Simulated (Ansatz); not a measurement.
Program: Ansatz. Geometries: PBE0-D4/def2-TZVP. ΔE: electronic, gas phase. CCSD(T)/CBS adds triple-zeta CCSD(T) − MP2 to the extrapolated MP2 energy (def2 sets, frozen cores). This one scheme is used for every species. DFT in def2-TZVPP. HSE06 is defined as in plane-wave codes. Elements past krypton have def2 core potentials. For In outer-core shells are correlated without core-valence functions, which leaves a few kJ/mol of doubt a bond. One conformer a species, not always the lowest.

Reaction (formal exchange of groups at the In–O bond): `[OH][In]([Cl])[O][SiH3]` + ethane → `C[CH2][In]([OH])[Cl]` + silanol

`[OH][In]([Cl])[O][SiH3]`:

Cartesian coordinates in Å:
```
O 0.688 -0.211 -2.432
In 1.427 0.523 -0.767
Cl 3.471 1.540 -0.664
O 0.371 0.379 0.886
Si -1.092 -0.254 1.237
H -0.180 -0.601 -2.286
H -1.721 -0.845 0.014
H -0.961 -1.332 2.253
H -2.003 0.800 1.758
```

`CC`:

Cartesian coordinates in Å:
```
C -0.185 -0.095 0.730
C 0.185 0.095 -0.730
H -0.292 0.864 1.243
H -1.131 -0.632 0.836
H 0.579 -0.668 1.263
H 0.293 -0.864 -1.243
H 1.130 0.632 -0.836
H -0.579 0.668 -1.263
```

`C[CH2][In]([OH])[Cl]`:

Z-matrix (Å, degrees):
```
C
C 1 1.520
H 1 1.094 2 110.6
H 1 1.092 2 112.0 3 119.9
H 1 1.092 2 112.0 3 -119.9
In 2 2.149 1 113.1 3 -180.0
H 2 1.093 1 111.8 3 -59.8
H 2 1.093 1 111.8 3 59.9
Cl 6 2.335 2 119.2 1 -0.1
O 6 1.979 2 132.6 1 179.8
H 10 0.960 6 113.3 2 0.1
```

`O[SiH3]`:

Z-matrix (Å, degrees):
```
Si
O 1 1.648
H 1 1.489 2 111.7
H 1 1.489 2 111.7 3 120.9
H 1 1.481 2 105.9 3 -119.6
H 2 0.957 1 117.9 3 -60.5
```

```csv
level,ΔE (kJ/mol)
PBE-QIDH,50.5
HSE06,45.3
```

Problem. What does CCSD(T)/CBS give? (Best estimate.)

Solution. Computed: +52.3 kJ/mol. The listed levels differ from it by -1.8, -7.0 kJ/mol.

Largest T1 diagnostic among the species: 0.015.

Leaving LDA and LC-ωPBE aside and taking each functional with its dispersion term where it has one, the values, not all of them listed here, spread over 19.3 kJ/mol, from PBE-D4 to B97M-V. LDA lies −8.8 kJ/mol from PBE without D4. In def2-TZVPP, CCSD(T) changes the Hartree–Fock value by −19.6 kJ/mol (the triples alone add −1.0 kJ/mol) and MP2 by −23.8 kJ/mol. From BLYP to BHLYP (50 % exact exchange), in def2-TZVPP and without D4, ΔE moves by +7.7 kJ/mol.
